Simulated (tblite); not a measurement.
C9H7N3Si.
Atom-mapped SMILES: `[N:1]#[C:2][C:3]([C:4]#[N:5])=[C:6]([C:7]#[N:8])/[CH:9]=[CH:10]/[CH:11]=[CH:12]/[SiH3:13]` (hydrogens: H14 on C9; H15 on C10; H16 on C11; H17 on C12; H18, H19, H20 on Si13)

Geometry (GFN2-xTB, Å), atoms numbered from 1 in this order:
```xyz
20
C9H7N3Si angstrom
N     -3.1350    1.4070    2.7068
C     -3.1985    0.9347    1.6636
C     -3.2699    0.3542    0.3802
C     -4.5653    0.2235   -0.1621
N     -5.6260    0.1265   -0.5860
C     -2.1430   -0.0559   -0.2938
C     -2.3035   -0.6289   -1.5817
N     -2.4173   -1.0927   -2.6227
C     -0.8258    0.0711    0.2458
C      0.2944   -0.3258   -0.4023
C      1.6028   -0.1905    0.1551
C      2.7252   -0.5778   -0.4717
Si     4.4623   -0.4130    0.2367
H     -0.7527    0.5142    1.2313
H      0.2179   -0.7688   -1.3885
H      1.6625    0.2528    1.1411
H      2.6201   -1.0166   -1.4577
H      5.0379   -1.7559    0.3187
H      5.2349    0.4290   -0.6773
H      4.3737    0.1982    1.5615
```

Computed values, GFN2-xTB/tblite, gas phase, harmonic and unscaled. The method is semi-empirical: single wavenumbers can be off by several per cent or more. Modes of hydrogen on silicon can be 10 to 20 % off. One conformer, not necessarily the lowest.

Harmonic wavenumbers (cm⁻¹): 35.4, 47.9, 54.0, 70.7, 92.3, 100.0, 116.9, 137.7, 144.7, 227.1, 233.3, 238.2, 261.7, 327.2, 385.0, 431.2, 443.7, 487.1, 524.4, 530.0, 542.6, 565.8, 579.5, 632.1, 737.0, 742.8, 768.4, 774.0, 774.4, 812.9, 818.7, 957.6, 979.2, 1025.2, 1147.5, 1194.6, 1215.0, 1263.4, 1284.9, 1306.5, 1312.9, 1500.6, 1576.4, 1606.0, 2268.8, 2271.6, 2285.3, 2337.1, 2365.5, 2375.9, 3029.4, 3048.0, 3058.0, 3069.3.

A = 1449, B = 260.1, C = 221.1 MHz; mass 185.041 u (most abundant isotopes); point group Cs, symmetry number 1.

Q: What is the zero-point energy?

A: Half the sum of the wavenumbers: 27558 cm⁻¹ = 78.79 kcal/mol.

Q: Entropy at 298.15 K, 1 bar (ideal gas, RRHO, classical rotation)?

A: Translation 41.58, rotation 32.62, vibration 52.19: S = 126.4 cal/(mol K).

Q: And Cp and H(298.15 K) − H(0)?

A: Cp = 53.98 cal/(mol K), of which vibrations give 46.03 (their classical limit is 54 R = 107.3); H(298.15 K) − H(0) = 10.06 kcal/mol without the zero-point energy, 7.69 from vibrations.

Q: Blend soft modes into free rotors: weight 1/[1 + (100 cm⁻¹/ν̃)⁴] for the oscillator and the rest for a rotor with moment μB/(μ + B), μ = h/(8π²ν), B = 10⁻⁴⁴ kg m². What vibrational entropy results?

A: 46.58 cal/(mol K) in place of 52.19, which changes −T·S at 298.15 K by +1.68 kcal/mol.

Q: What must be added to the electronic energy to get the Gibbs energy at 298.15 K and 1 bar?

A: ZPE + [H(298.15 K) − H(0)] − T·S = 78.79 + 10.06 − 37.68 = 51.17 kcal/mol.

Q: How do the functions run with temperature in this model?

A: 
```
T (K)  S (cal/(mol K))  Cp (cal/(mol K))  H − H(0) (kcal/mol)  G − H(0) (kcal/mol)  ln q(vib)
  100             83.6              27.9                 1.83                -6.53       3.90
  200            107.3              42.0                 5.33               -16.13       8.84
  300            126.7              54.2                10.16               -27.86      13.36
  500            158.8              71.7                22.89               -56.54      21.49
  800            196.3              87.3                46.97              -110.06      31.95
 1000            216.5              93.9                65.13              -151.40      38.01
```

q(vib) and H(0) count from the zero-point level.

Hindered rotation and anharmonicity are outside this model. Other conformers, if any are populated, would add a mixing term that is left out.

The run took 1.2 s on an Arm Neoverse V1 with one thread, shared host with 32 logical CPUs at a one-minute load of 31. This covers the Hessian and the dipole derivatives.
